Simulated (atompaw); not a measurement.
## What one change does to a pseudopotential (Zr, PAW (atompaw))

- Element: zirconium
- Generator: atompaw 4.2.0.5
- Type: PAW
- Functional: PBE
- Relativity: scalar-relativistic
- Frozen core: [Ar] 3d10
- Valence charge: 12
- Reference configuration: 4s2 4p6 4d2 5s1.75 5p0.25
- Partial waves: 4s (bound): rc 1.95 bohr; 5s (bound): rc 3.00 bohr; 4p (bound): rc 1.50 bohr; 5p (bound): rc 3.00 bohr; 4d (bound): rc 3.00 bohr; 4d channel at 0.1 Ry: rc 3.00 bohr
- Local potential: ultrasoft scheme with l = 3 at 0 Ry, radius 2.85 bohr
- Core correction: smooth core density matched at 1.85 bohr
- Augmentation charge: sinc compensation charge, radius 2.60 bohr; PAW radius 3.00 bohr; waves and projectors: custom rrkj gramschmidtortho

Change: core [Kr], valence charge 4; reference 4d2 5s1 5p0; waves now 5s (bound): rc 2.85 bohr; 5s channel at 3.25 Ry: rc 2.85 bohr; 5p (bound): rc 3.00 bohr; 5p channel at 1.5 Ry: rc 3.00 bohr; 4d (bound): rc 3.00 bohr; 4d channel at 3.35 Ry: rc 3.00 bohr; local potential ultrasoft scheme with l = 3 at 0 Ry, radius 2.75 bohr; core correction smooth core density matched at 2.95 bohr; augmentation sinc compensation charge, radius 2.70 bohr; PAW radius 3.00 bohr; waves and projectors: custom rrkj gramschmidtortho.

Cutoffs: the cutoffs (Ry, on a coarse ladder) from which the occupation-weighted sum of valence levels, in a spherical-Bessel basis at the reference potential, stays within 10 and 1 mRy of its value at 400 Ry; they do not see the model core or the augmentation charge, which bear on the density cutoff.

Problem. What does the change do?

Solution. The potential gets softer (35 Ry and 55 Ry → 10 Ry and 12 Ry); a bound ghost appears in s, which as a rule spoils a file; the range in which the s phases agree widens (upper end 1.9 → at the end of the scan); the range in which the d phases agree narrows (upper end at the end of the scan → 1.1). The shells moved into the core no longer need plane waves of their own. Several settings change at once here, so the effects cannot be laid on one of them.

```csv
quantity,base,changed
"cutoff, loose",35 Ry,10 Ry
"cutoff, tight",55 Ry,12 Ry
bound ghosts,none,s
s: phases at 3.02 bohr within 0.05 rad from the reference energy up to (Ry; the scan ends near 5),1.9,to the end of the scan
p: phases at 3.02 bohr within 0.05 rad from the reference energy up to (Ry; the scan ends near 5),0.5,0.4
d: phases at 3.02 bohr within 0.05 rad from the reference energy up to (Ry; the scan ends near 5),to the end of the scan,1.1
lowest overlap eigenvalue by channel,"s 0.39, p 0.48, d 1.00","s 0.82, p 0.62, d 0.78"
```

 A true bound ghost makes a file unfit for plane-wave use even where its test errors are small: the radial tests pick states by their node count and pass the ghost by. The cutoffs see the waves, projectors and local potential, not the compensation charge or the core.
